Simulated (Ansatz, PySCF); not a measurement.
This Ansatz (a quantum-chemistry and plane-wave program) input computes a SVWN5/def2-TZVPD energy:

Ansatz 0.2 input:
```yaml
crystal:
  periodic: [false, false, false]
  atoms:
    - {symbol: Pb, position_ang: [-0.00000000, -0.00000000, -0.37640212]}
    - {symbol: S, position_ang: [0.00000000, 0.00000000, 1.92906087]}
basis:
  gaussian:
    orbitals: def2-TZVPD
hamiltonian:
  xc: {name: SVWN5}
output: {forces: true}
```

Write an input for the same energy in PySCF and say what it gives.


```python
from pyscf import gto, scf, dft

mol = gto.M(
    atom='''
    Pb   -0.00000000   -0.00000000   -0.37640212
    S     0.00000000    0.00000000    1.92906087
    ''',
    basis='def2-tzvpd',
    ecp='def2-tzvp',
    charge=0,
    spin=0,
    verbose=4,
)

mf = dft.RKS(mol, xc='svwn').density_fit(auxbasis='def2-universal-jkfit')
mf.grids.level = 3
mf.conv_tol = 1e-9
mf.max_cycle = 100
mf.max_memory = 1500
mf.kernel()
if not mf.converged:
    mf = mf.newton()
    mf.kernel(mf.make_rdm1())
mf.analyze()
```
It gives -589.51098 Eh, and Ansatz -589.51096 Eh, a difference of 0.02 mEh, from the treatment of integrals and grids.
